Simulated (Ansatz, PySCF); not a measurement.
The pair A = GaH3 (SMILES [GaH3]) (first 4 atoms), B = H2O (SMILES O); geometry from B3LYP-D3(BJ)/def2-TZVP.
(charge 0, multiplicity 1):
```xyz
7

Ga     0.397    -0.376     0.685
H      1.883    -0.098     1.123
H     -0.229    -1.811     0.853
H     -0.287     0.626    -0.330
O     -0.543     0.482     2.512
H     -1.505     0.410     2.473
H     -0.338     1.421     2.602
```

Cores are frozen in the correlated methods. Filled d and f shells under p-block atoms count as core. CBS(a, b) extrapolates the correlation energy as X⁻³ and adds the Hartree–Fock energy of set b.

Codes used: Ansatz (a program for electronic structure) with Gaussian orbitals; PySCF for the dispersion terms. Values without a source in brackets are computed.

The monomers are drawn apart, rigid, along the line of their centres of mass. Counterpoise-corrected interaction energies (kcal/mol):

```csv
level,R = 3.162 Å,R = 4.053 Å
PBE/def2-TZVPPD,-5.9854,-2.0790
PBE-D3(BJ)/def2-TZVPPD,-6.5446,-2.3323
wB97M-V/def2-TZVPPD,-6.5111,-2.2805
"CCSD(T)/CBS(aug-cc-pVDZ, aug-cc-pVTZ)",-6.5759,-2.3899
```

**Question.** R is the distance of the centres of mass. Find the local exponent m of E ∝ R⁻ᵐ between the two points.

**Answer.** 
m = ln(E₁/E₂)/ln(R₂/R₁): PBE/def2-TZVPPD 4.3; PBE-D3(BJ)/def2-TZVPPD 4.2; wB97M-V/def2-TZVPPD 4.2; CCSD(T)/CBS(aug-cc-pVDZ, aug-cc-pVTZ) 4.1. For scale, two fixed dipoles give m = 3, dipole and quadrupole 4, quadrupoles 5, and dispersion or dipole-induced dipole 6 at long range; at these distances several terms mix, and what is left of overlap and damping shifts m, so it need not match one of them.
